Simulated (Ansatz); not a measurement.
System: sum formula SiHCl, charge 0, multiplicity 3. This is an excited triplet: at this geometry the singlet lies 1.19 eV lower at CCSD(T)/CBS(aug-cc-pV(T+d)Z,aug-cc-pV(Q+d)Z). 
Geometry from a B3LYP-D3(BJ)/def2-TZVP (Ansatz, a first-principles code) optimisation:
```
Si
H 1 1.4917
Cl 1 2.0637 2 115.14
```
Charge 0, spin multiplicity 3.

Basis-set convergence of Hartree-Fock and CCSD(T) correlation energies (hartree) with Ansatz. Correlated levels leave the core frozen unless marked. Open shells are spin-unrestricted. Spin-orbit coupling is left out. No relativistic terms.

| basis | functions | E(HF) | E(corr, CCSD(T)) |
|---|---|---|---|
| cc-pV(D+d)Z | 51 | -748.98773 | -0.23407 |
| cc-pV(T+d)Z | 92 | -749.01603 | -0.31081 |
| cc-pV(Q+d)Z | 158 | -749.02281 | -0.33679 |

Extrapolating the two largest sets (X = 3 and 4) as X^-3: E(corr) = (64·(-0.33679) - 27·(-0.31081))/37 = -0.3557 Eh, an estimate of the basis-set limit. The largest set recovers 94.7 % of it, the smallest 65.8 %.
